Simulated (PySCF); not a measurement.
- shieldings: GIAO PBE0/pcSseg-1
- GFN2-xTB geometry
- run in PySCF 2.14.0 with density-fitted response routines
- no solvent, relativity neglected, a single conformation, equivalent nuclei averaged

Shifts are taken against calculated references (same method and geometry level): $^{1}$H, $^{13}$C against TMS. Shifts are as computed. Against solution values, carbons near 30 ppm lie about +3 ppm off and those near 130 ppm about +5 ppm. Of 1211 compounds with measured shifts, 218 miss one by over three times the rms of a fit or turn the order of signals round; such compounds aren't used in these exercises.

Problem. Order these molecules by the shift of their most shielded carbon-bound hydrogen, lowest δ first.
A. C=C(C)C[SiH2]Cl
B. CN(C)c1pcpc([SiH3])p1
C. C=Cn1ncc([SiH3])n1
D. CC/C(C)=C\CC(F)(F)F

Solution. D (1.02 ppm, hydrogen on a methyl carbon), A (1.83 ppm, hydrogen on an allylic methyl carbon), B (3.54 ppm, hydrogen on a methyl carbon bonded to N), C (5.35 ppm, hydrogen on a terminal =CH2 carbon).

Problem. Order these molecules by the shift of their most deshielded carbon-bound hydrogen, lowest δ first.
A. CN(C)c1pcpc([SiH3])p1
B. C=C(C)C[SiH2]Cl
C. C=CC/C(=C/[SiH3])C[SiH3]
D. CC/C(C)=C\CC(F)(F)F
E. C=Cn1ncc([SiH3])n1

Solution. B (5.12 ppm, hydrogen on a terminal =CH2 carbon), D (5.53 ppm, hydrogen on an alkene CH), C (6.27 ppm, hydrogen on an alkene CH), E (7.89 ppm, hydrogen on an aromatic CH next to a ring nitrogen), A (10.82 ppm, hydrogen on an aromatic CH).

Problem. How many $^{13}$C and $^{1}$H signals does each give (equivalence by symmetry and fast rotation, but not about amide C–N or C=N bonds)? `CC/C(C)=C\CC(F)(F)F`, `C=Cn1ncc([SiH3])n1`, `O=CO[C@@H]1COC[Si@H](Cl)O1`, `C=CC/C(=C/[SiH3])C[SiH3]`, `CN(C)c1pcpc([SiH3])p1`, `C=C(C)C[SiH2]Cl`

Solution. CC/C(C)=C\CC(F)(F)F: 7 C, 5 H; C=Cn1ncc([SiH3])n1: 4 C, 5 H; O=CO[C@@H]1COC[Si@H](Cl)O1: 4 C, 7 H; C=CC/C(=C/[SiH3])C[SiH3]: 6 C, 8 H; CN(C)c1pcpc([SiH3])p1: 4 C, 3 H; C=C(C)C[SiH2]Cl: 4 C, 5 H.
